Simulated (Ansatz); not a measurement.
Isolated molecules relaxed with PBE0-D4/def2-TZVP in Ansatz; ΔE leaves out vibrations. CCSD(T)/CBS is the MP2 limit (def2-TZVPP, def2-QZVPP) plus CCSD(T) − MP2 in def2-TZVPP, frozen cores. This one scheme is used for every species. Functionals use def2-TZVPP. One conformer a species, not always the lowest.

Consider the ligand exchange at the Al–C bond: `N=[C](O)[Al]([NH2])[NH2]` + HCl → `[NH2][Al]([NH2])[Cl]` + `N=CO`.

```tsv
level	ΔE (kJ/mol)
ωB97X-V	-178.8
BLYP	-170.2
LC-ωPBE	-183.1
HF/CBS(def2)	-202.0
```

Q: What does CCSD(T)/CBS give? (Estimate.)

A: Computed: -177.0 kJ/mol. The listed levels differ from it by -1.8, 6.8, -6.1, -25.0 kJ/mol.

Largest T1 diagnostic among the species: 0.014.

The D4 term adds +4.2 kJ/mol with B3LYP and +2.6 kJ/mol with PBE0; it sums over pairs of atoms, weighted by their polarisabilities, and B3LYP, whose exchange is more repulsive, gets the larger term. Leaving LDA and LC-ωPBE aside and taking each functional with its dispersion term where it has one, the values, not all of them listed here, spread over 21.4 kJ/mol, from r2SCAN0-D4 to BLYP-D4. From PBE to PBE0 (25 % exact exchange), in def2-TZVPP and without D4, ΔE moves by −10.2 kJ/mol.

B3LYP here is the variant with VWN-RPA as its local correlation; programs differ in this.
